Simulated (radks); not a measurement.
Values are calculated unless marked as measured or tabulated.
Effect of the nuclear size on neutral xenon, [Xe]. Level of theory: Dirac Kohn-Sham, exchange-only LDA, spin-unpolarised, spherical densities, finite nucleus; Fermi nuclear charge, rms radius 4.7859 fm (a radial shooting solver on a logarithmic mesh with Libxc functionals). The rms radius is varied about that value; shifts are against it.

rms radius (fm)  total energy shift (eV)  density at nucleus (e/bohr^3)  1s1/2 shift (meV)  2s1/2 shift (meV)  4p1/2 shift (meV)  5s1/2 shift (meV)  5p1/2 shift (meV)  5p3/2 shift (meV)
3.9962                             -2.02                      2.794e+05               -845              -99.8              0.289             -0.578              0.044              0.050
4.4174                            -0.980                      2.744e+05               -410              -48.4              0.140             -0.281              0.021              0.024
4.7859                                 0                      2.705e+05              0.000              0.000              0.000              0.000              0.000              0.000
5.0922                             0.864                      2.675e+05                361               42.7             -0.124              0.247             -0.019             -0.021
5.8388                              3.15                       2.61e+05               1320                156             -0.451              0.902             -0.069             -0.078

Slopes of the eigenvalues against <r^2> in GHz/fm^2, as finite differences over the two radii next to the reference (eigenvalue slopes, not the field-shift constants of lines): 1s1/2 29000, 2s1/2 3430, 4p1/2 -9.95, 5s1/2 19.9, 5p1/2 -1.52, 5p3/2 -1.72.
